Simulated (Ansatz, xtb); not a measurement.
**C4H3F3: 9 structures ranked**

9 gas-phase structures of C4H3F3, from a drawn sample of its isomers (lower ones may exist). Each was relaxed with GFN2-xTB; where two conformers were screened, the lower at r2SCAN-D4/def2-SVP//GFN2-xTB is listed:

A. `FC(F)(F)C1=CC1`, a singlet
B. `C=C(F)/C(F)=C\F`, a singlet
C. `C#C[C@H](F)C(F)F`, a singlet
D. `F[C@H]1[C@@H]2[C@H]1C2(F)F`, a singlet
E. `CC#CC(F)(F)F`, a singlet
F. `FC(F)(F)C1C=C1`, a singlet
G. `C=C=CC(F)(F)F`, a singlet
H. `FC1=CC(F)(F)C1`, a singlet
I. `FC1=C[C@@H](F)[C@H]1F`, a singlet

**Question.** Estimate their order in r2SCAN-D4/def2-SVP//GFN2-xTB energy at these geometries, lowest first.

**Answer.** Calculated order at r2SCAN-D4/def2-SVP//GFN2-xTB: G (0.0), H (2.1), E (2.5), B (8.8), F (14.2), I (15.5), A (19.3), D (20.6), C (24.5) kcal/mol. Less than 1 kcal/mol parts H and E, so the order within that pair means little.

Energies above the lowest of each column, in kcal/mol; the last columns are at r2SCAN-D4/def2-SVP geometries and were run for some of them only (a dash: not run or not comparable):

```json
{"structure": "G", "GFN2-xTB": "8.4", "HF/STO-3G": "25.4", "r2SCAN-D4/def2-SVP//GFN2-xTB": "0.0", "r2SCAN-D4/def2-SVP": "0.0", "CCSD(T)/def2-SVP + ΔMP2/def2-TZVPP": "0.0"}
{"structure": "H", "GFN2-xTB": "0.0", "HF/STO-3G": "0.0", "r2SCAN-D4/def2-SVP//GFN2-xTB": "2.1", "r2SCAN-D4/def2-SVP": "3.9", "CCSD(T)/def2-SVP + ΔMP2/def2-TZVPP": "3.3"}
{"structure": "E", "GFN2-xTB": "3.7", "HF/STO-3G": "11.0", "r2SCAN-D4/def2-SVP//GFN2-xTB": "2.5", "r2SCAN-D4/def2-SVP": "4.4", "CCSD(T)/def2-SVP + ΔMP2/def2-TZVPP": "2.3"}
{"structure": "B", "GFN2-xTB": "7.4", "HF/STO-3G": "23.3", "r2SCAN-D4/def2-SVP//GFN2-xTB": "8.8", "r2SCAN-D4/def2-SVP": "10.8", "CCSD(T)/def2-SVP + ΔMP2/def2-TZVPP": "11.5"}
{"structure": "F", "GFN2-xTB": "22.4", "HF/STO-3G": "37.1", "r2SCAN-D4/def2-SVP//GFN2-xTB": "14.2", "r2SCAN-D4/def2-SVP": "15.7", "CCSD(T)/def2-SVP + ΔMP2/def2-TZVPP": "–"}
{"structure": "I", "GFN2-xTB": "10.2", "HF/STO-3G": "11.4", "r2SCAN-D4/def2-SVP//GFN2-xTB": "15.5", "r2SCAN-D4/def2-SVP": "17.1", "CCSD(T)/def2-SVP + ΔMP2/def2-TZVPP": "–"}
{"structure": "A", "GFN2-xTB": "27.0", "HF/STO-3G": "39.1", "r2SCAN-D4/def2-SVP//GFN2-xTB": "19.3", "r2SCAN-D4/def2-SVP": "–", "CCSD(T)/def2-SVP + ΔMP2/def2-TZVPP": "–"}
{"structure": "D", "GFN2-xTB": "17.9", "HF/STO-3G": "33.4", "r2SCAN-D4/def2-SVP//GFN2-xTB": "20.6", "r2SCAN-D4/def2-SVP": "–", "CCSD(T)/def2-SVP + ΔMP2/def2-TZVPP": "–"}
{"structure": "C", "GFN2-xTB": "18.6", "HF/STO-3G": "31.8", "r2SCAN-D4/def2-SVP//GFN2-xTB": "24.5", "r2SCAN-D4/def2-SVP": "–", "CCSD(T)/def2-SVP + ΔMP2/def2-TZVPP": "–"}
```

CCSD(T)/def2-SVP + ΔMP2/def2-TZVPP puts G lowest of those it was run on; GFN2-xTB picks H, HF/STO-3G picks H. CCSD(T)/def2-SVP + ΔMP2/def2-TZVPP orders those it was run on as G (0.0), E (2.3), H (3.3), B (11.5) kcal/mol. Less than 1 kcal/mol parts E and H, so the order within that pair means little. Flexible structures stand in one conformer each, not always the lowest. Frequencies (GFN2-xTB) were run for B, E, G, H alone. The ΔMP2 step shifts differences by up to 3.2 kcal/mol, which makes them less sure. ΔMP2 is the change of the MP2 energy from the smaller to the larger basis.

Over these structures GFN2-xTB departs from r2SCAN-D4/def2-SVP//GFN2-xTB by 4.9 kcal/mol on average once a common shift is removed. A GFN2-xTB relaxation took about 0.079 s and the r2SCAN-D4/def2-SVP//GFN2-xTB energy about 3.9 s on a shared host (Ansatz 0.2.0, xtb 6.7.1).
